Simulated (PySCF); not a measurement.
## GaCl₂ + HF → GaHF + Cl₂

Level: PBE0 in the def2-TZVP basis family, all electrons, no relativity, computed in PySCF with density fitting; open shells unrestricted.

```csv
species,state and structure,E (Eh),ZPE (kJ/mol),H(298 K) − H(0) (kJ/mol),S° (J/(mol K))
GaCl₂,"doublet, C2v, Ga–Cl 2.160 Å (×2); Cl–Ga–Cl 119.3°",-2844.80901,5.4,13.4,302.2
HF,"singlet, C∞v, H–F 0.920 Å",-100.39188,24.9,8.7,173.6
GaHF,"doublet, Cs, Ga–F 1.767 Å, Ga–H 1.610 Å; F–Ga–H 114.1°",-2024.98784,17.3,10.8,258.6
Cl₂,"singlet, D∞h, Cl–Cl 1.982 Å",-920.08940,3.5,9.1,222.5
```

(1) What is the electronic reaction energy?

(2) Add zero-point, thermal and entropy terms for 298.15 K and 1 bar.

Results:

(1) At PBE0/def2-TZVP, ΔE = 324.6 kJ/mol from the differences of the total energies times 2625.5, uphill. 

(2) ΔZPE = -9.5 and Δ[H(298) − H(0)] = -2.2 kJ/mol give ΔH° = 312.9 kJ/mol. ΔS° = 5.3 J/(mol K), so ΔG° = 312.9 − 298.15 × (0.0053) = 311 kJ/mol.

Only the bonding shown was studied: isomers, or loss of a ligand pair, can lie lower.
